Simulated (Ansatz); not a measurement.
`[CH3][Al]([CH3])[CH2]O` + `C[CH2][SnH3]` → `[CH3][Al]([CH3])[SnH3]` + `CCCO`  (formal exchange of groups at the Al–C bond)

Program: Ansatz. Geometries: PBE0-D4/def2-TZVP. ΔE: electronic, gas phase. CBS: MP2 limit from def2 TZ/QZ plus the TZ coupled-cluster correction, frozen cores. DFT in def2-TZVPP. B3LYP here is the variant with VWN-RPA as its local correlation; programs differ in this. Elements past krypton have def2 core potentials. For Sn outer-core shells are correlated without core-valence functions, which leaves a few kJ/mol of doubt a bond. One conformer a species, not always the lowest.

`[CH3][Al]([CH3])[CH2]O`:

Cartesian coordinates in Å:
```
C 1.792 0.579 0.215
Al -0.123 0.169 0.155
C -1.454 1.241 1.103
C -0.655 -1.388 -0.945
O 0.419 -2.213 -1.409
H 2.029 1.389 0.910
H 2.381 -0.296 0.512
H 2.166 0.883 -0.770
H -2.483 0.950 0.878
H -1.347 2.305 0.866
H -1.317 1.154 2.187
H -1.288 -1.076 -1.794
H -1.308 -2.036 -0.347
H 1.188 -1.661 -1.563
```

`C[CH2][SnH3]`:

Cartesian coordinates in Å:
```
C 0.548 1.399 -0.147
C 0.484 -0.038 -0.642
Sn -0.814 -1.282 0.539
H -0.435 1.877 -0.165
H 0.918 1.458 0.879
H 1.215 2.006 -0.768
H 0.125 -0.083 -1.673
H 1.474 -0.502 -0.632
H -2.402 -0.645 0.512
H -0.267 -1.308 2.160
H -0.847 -2.882 -0.062
```

`[CH3][Al]([CH3])[SnH3]`:

```xyz
13

C    -1.041   -1.834   -0.159
Al   -0.095   -0.161    0.197
C     0.195    0.416    2.042
Sn    0.805    1.347   -1.811
H    -1.165   -2.050   -1.222
H    -0.507   -2.677    0.295
H    -2.036   -1.817    0.301
H     0.736   -0.355    2.603
H     0.755    1.349    2.129
H    -0.765    0.551    2.553
H     0.505    0.702   -3.371
H     2.499    1.610   -1.737
H     0.112    2.917   -1.820
```

`CCCO`:

Cartesian coordinates in Å:
```
C -1.109 1.033 -0.166
C -0.436 -0.270 0.231
C 1.059 -0.244 -0.014
O 1.714 -1.424 0.399
H -0.954 1.254 -1.225
H -2.186 0.995 0.011
H -0.709 1.873 0.408
H -0.877 -1.101 -0.335
H -0.612 -0.486 1.290
H 1.258 -0.034 -1.076
H 1.517 0.566 0.562
H 1.335 -2.163 -0.085
```

(1) Is it downhill or uphill in electronic energy at CCSD(T)/CBS, and by how much? (Best estimate.)

(2) What do these levels give: PBE-D4, r2SCAN-D4, B3LYP-D4, ωB97X-V, ωB97M-V, PBE, r2SCAN, HF/def2-TZVPP, CCSD/def2-TZVPP, CCSD(T)/def2-TZVPP, MP2/def2-QZVPP, MP2/CBS(def2)? (Best estimate.)

Largest T1 diagnostic among the species: 0.012.

Answers

(1) Computed: Downhill: ΔE = -16.8 kcal/mol.

(2) Ansatz gave: PBE-D4 -17.1, r2SCAN-D4 -17.2, B3LYP-D4 -16.3, ωB97X-V -16.6, ωB97M-V -15.8, PBE -17.5, r2SCAN -17.3, HF/def2-TZVPP -20.0, CCSD/def2-TZVPP -17.1, CCSD(T)/def2-TZVPP -16.6, MP2/def2-QZVPP -15.9, MP2/CBS(def2) -16.1 kcal/mol.

In def2-TZVPP, CCSD(T) changes the Hartree–Fock value by +3.4 kcal/mol (the triples alone add +0.5 kcal/mol) and MP2 by +4.0 kcal/mol. From PBE to PBE0 (25 % exact exchange), in def2-TZVPP and without D4, ΔE moves by −1.1 kcal/mol.
